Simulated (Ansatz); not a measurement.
Consider the ligand exchange at a Ge–F bond: `[F][GeH2][SH]` + PH₃ → `[PH2][GeH2][SH]` + H–F.

Isolated molecules relaxed with PBE0-D4/def2-TZVP in Ansatz; ΔE leaves out vibrations. CCSD(T)/CBS is the MP2 limit (def2-TZVPP, def2-QZVPP) plus CCSD(T) − MP2 in def2-TZVPP, frozen cores. This one scheme is used for every species. DFT in def2-TZVPP. HSE06 is defined as in plane-wave codes. For Ge outer-core shells are correlated without core-valence functions, which leaves a few kJ/mol of doubt a bond. Scalar relativity is left out up to krypton. One conformer a species, not always the lowest.

| level | ΔE (kJ/mol) |
| --- | --- |
| r2SCAN-D4 | 38.4 |
| PBE0-D4 | 25.8 |
| r2SCAN0-D4 | 34.2 |
| HSE06-D4 | 25.4 |
| ωB97X-V | 44.9 |
| BLYP | 51.2 |
| r2SCANh | 38.2 |
| HF/def2-TZVPP | 63.2 |

Task: What does CCSD(T)/CBS give? (Best estimate.)

Result: Computed: +29.9 kJ/mol. The listed levels differ from it by 8.5, -4.1, 4.3, -4.5, 15.0, 21.3, 8.3, 33.3 kJ/mol.

Largest T1 diagnostic among the species: 0.013.

Leaving LDA and LC-ωPBE aside and taking each functional with its dispersion term where it has one, the values, not all of them listed here, spread over 22.6 kJ/mol, from HSE06-D4 to CAM-B3LYP-D4. LDA lies −6.6 kJ/mol from PBE without D4. At CCSD(T), def2-SVP lies +23.2 kJ/mol from the extrapolated value and def2-TZVPP +5.4 kJ/mol.
